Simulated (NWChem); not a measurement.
BeICl; SMILES [Cl][Be][I]

```xyz
3

Be     0.7416     0.3673    -0.7839
Cl     1.9215     0.9521    -2.0315
I     -0.6657    -0.3295     0.7034
```
Atoms are numbered in this order, from 1.

All runs use the structure optimised with PBE0/def2-SVP. def2 effective core potentials on I; no spin-orbit coupling.

Question: List the 6 lowest vertical singlet excitations from PBE0/def2-SVPD with def2 effective core potentials on I, full TDDFT (NWChem).

Answer: 
```tsv
state	energy (eV)	oscillator strength	leading excitation (squared amplitude)
S1	5.98	0.000	HOMO−1 → LUMO (0.46)
S2	6.02	0.000	HOMO → LUMO (0.46)
S3	6.02	0.000	HOMO → LUMO+1 (0.46)
S4	6.31	0.044	HOMO → LUMO+2 (0.95)
S5	6.31	0.044	HOMO−1 → LUMO+2 (0.95)
S6	6.85	0.293	HOMO−1 → LUMO+1 (0.40)
```
